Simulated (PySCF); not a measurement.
SMILES [In]([CH2]CC)([CH3])[CH3] (C5H13In), singlet (GFN2-xTB optimised geometry):

```
19

In     0.961     0.416     0.000
C      3.214     0.416     0.000
H      3.605    -0.593     0.133
H      3.583     1.049     0.806
H      3.581     0.815    -0.946
C     -0.146     2.371     0.000
H     -0.983     2.339    -0.696
H      0.526     3.178    -0.288
H     -0.534     2.579     0.997
C     -0.224    -1.517     0.015
C     -1.715    -1.235    -0.105
C     -2.543    -2.518    -0.065
H     -0.010    -2.050     0.946
H      0.116    -2.149    -0.810
H     -2.034    -0.579     0.713
H     -1.916    -0.710    -1.046
H     -2.262    -3.178    -0.884
H     -3.605    -2.294    -0.153
H     -2.379    -3.047     0.871
```

Calculation: CAM-B3LYP/def2-SVP, def2 effective core potentials past Kr (PySCF).

Task: What are the frontier orbital energies and the dipole moment?

Result: HOMO-2 -10.52 eV, HOMO-1 -8.13 eV, HOMO -7.72 eV, LUMO -0.13 eV, LUMO+1 1.17 eV; dipole moment 0.02 D.

On the same geometry PySCF with PBE/def2-SVP, def2 effective core potentials past Kr gives HOMO-2 -7.63 eV, HOMO-1 -5.71 eV, HOMO -5.36 eV, LUMO -1.66 eV, LUMO+1 -0.61 eV; dipole moment 0.05 D.
